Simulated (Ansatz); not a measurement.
Basis-set extrapolation for C2H5BOS (PBE0-D4/def2-TZVP geometry, frozen core, Ansatz 0.2.0). Multiplicity 1, RHF reference.

```tsv
	def2-TZVPP	def2-QZVPP
HF	-575.770571	-575.789884
MP2 correlation	-0.857440	-0.920095
CCSD(T) correlation	-0.932765	not run
```

Energies in hartree. Use E(X) = E(∞) + A·exp(−7.88·√X) for Hartree–Fock and E(X) = E(∞) + B·X^(−2.97) for correlation, with X = 3 and 4, and add CCSD(T) minus MP2 of the smaller set to the MP2 limit.

**Question.** What is the CCSD(T) energy at the basis-set limit?

**Answer.** HF limit: -575.789884 + (-0.019313) × 0.13774 = -575.79254. MP2 limit: -0.920095 + (-0.062655) × 0.74074 = -0.96651. Higher-order term: -0.932765 − (-0.857440) = -0.07532. Total: -576.83437 hartree, 82.2 kcal/mol below CCSD(T)/def2-TZVPP.
